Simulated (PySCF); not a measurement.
# Gas-phase XPS of `CB[AsH2]`, computed

Compound: CH6AsB.
Atom-mapped SMILES: `[CH3:1][BH:2][AsH2:3]`

Theory: delta-SCF UKS SCAN, pcX-2 on the ionised atom, pcseg-1 elsewhere, spin-free X2C (PySCF 2.14.0). Binding energies are ΔSCF values: E(core-ionised, relaxed orbitals) − E(ground state) at a fixed geometry, referred to the vacuum level.

Task: What binding energy does each computed site have?

Result: 
| atom(s) | environment | level | binding energy (eV) | count |
| --- | --- | --- | --- | --- |
| C1 | sp3 carbon bound to boron | C 1s | 290.36 | 1 |
| B2 | three-coordinate boron | B 1s | 195.79 | 1 |

Task: Which photon energy gives electrons from C 1s of C1 a kinetic energy of 150 eV, and what is their de Broglie wavelength?

Result: hν = 290.36 + 150 = 440.36 eV, recoil neglected; λ = 12.264 Å/√(E/eV) = 1.00 Å.

Task: Which effective nuclear charge Zeff reproduces each element's mean 1s value in the hydrogen-like formula E = 13.606 eV × Zeff²?

Result: B (Z = 5): mean 195.8 eV, Zeff = 3.79, Z − Zeff = 1.21; C (Z = 6): mean 290.4 eV, Zeff = 4.62, Z − Zeff = 1.38. Means run over the listed sites, weighted by atom count.

Spin contamination (⟨S²⟩ against 0.75 for a pure doublet) is marked for B 1s of B2 (0.97), which makes this value less certain. No level of arsenic is listed. Geometry: PBE0-D3(BJ)/def2-SVP, one conformer, isolated molecule.

On an x86-64 server with one thread, no GPU, shared host, this took 8.5 s of wall time.

Shape of the structure used: `[CH3:1][BH:2][AsH2:3]`: H–As3–B2–C1 -40°, H–As3–B2–C1 -138°.
